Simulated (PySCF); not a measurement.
**How methods differ on the excitation energy of Al**

Al [Ne] 3s2 3p1 (2P) → Al [Ne] 3s1 3p1 4s1 (4P), as a difference of total energies. Calculation: PySCF 2.14, in aug-cc-pVDZ-DK; the spin-free X2C one-electron Hamiltonian (Gaussian nucleus). Correlated levels: valence: [Ne] frozen. The calculations carry no spin-orbit coupling.

```
           method  excitation energy (eV)
              UHF                   6.472
              LDA                   7.648
              PBE                   7.548
             PBE0                   7.495
           r2SCAN                   7.375
            TPSSh                   7.582
            B3LYP                   7.773
    MP2 (valence)                   7.165
SCS-MP2 (valence)                   7.381
```

**Question.** How much does correlation contribute at MP2 (valence)?

**Answer.** 7.165 − (6.472) = 0.693 eV, measured against UHF.

The upper state lies above the first ionisation limit, but in LS coupling its spin forbids autoionisation to the ground ion. A Rydberg-like electron needs more diffuse functions than a valence basis has.

The promoted electron is Rydberg-like, and one or two diffuse shells describe it only roughly, which tends to raise the upper state.
